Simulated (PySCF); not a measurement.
NMR data simulated for an unnamed compound:

1H NMR (500 MHz, computed): δ 4.56 (m, 1H), 4.56 (m, 1H), 3.10 (m, 1H), 3.06 (m, 1H).

13C{1H} NMR (computed): δ 128.8 (C), 126.5 (C), 62.5 (CH2), 37.7 (CH2).

Theory: shielding tensors at PBE0/pcSseg-1 (GIAO), GFN2-xTB geometry, in PySCF (rapidly exchanging positions averaged, no relativistic terms, isolated molecule, a single conformation).

δ = σ(ref) − σ, references computed at the same level: TMS for 1H (σ = 31.72 ppm) and 13C (σ = 186.93 ppm).

Question: Which of these does the molecule contain: a benzene ring, an OH group, a tert-butyl group, a CF3 group?

Answer: 
- A benzene ring: no.
- An OH group: no.
- A tert-butyl group: no.
- A CF3 group: yes (δC 128.8).

The data belong to `FC(F)(F)O[C@@]1(F)CCO1`, C$_{4}$H$_{4}$F$_{4}$O$_{2}$; they needn't prove each group on their own.

Carbon signals by region: 2 in the sp2 and nitrile region (100–160 ppm), 1 at 50–100 ppm, 1 below 50 ppm.

Splittings by 19F in the carbon and heteronuclear signals aren't shown, as no couplings were computed. Shifts are as computed. Against solution values, carbons near 30 ppm lie about +3 ppm off and those near 130 ppm about +5 ppm (rms about the fit 2.1 ppm; single classes can miss by 10 ppm). Of 1328 compounds with measured shifts, 309 miss one by over three times the rms of a fit or turn the order of signals round; such compounds aren't used in these exercises. Signals without a measured value on file couldn't be tested in this way; 1H shifts scatter by 0.2 ppm about their fit, and single ones miss by 0.5 ppm. Multiplicities follow the n + 1 count of equivalent neighbours, as no J values were calculated; m marks all less simple cases, F and P coupling included.
